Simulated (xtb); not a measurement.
MgI2, SMILES [I][Mg][I]. All values are semi-empirical tight-binding results from xtb (GFN2-xTB unless named), good for trends rather than for accurate numbers. Coordinates come from a GFN2-xTB optimisation.

For metal compounds this method's bond lengths and energies can be far off.

Computed properties:
```
Item                                            Value
-------------------------------------  --------------
orbital gap                                   3.43 eV
zero-point energy                        0.9 kcal/mol
G − E(el) at 298.15 K (modified RRHO)  -18.1 kcal/mol
```
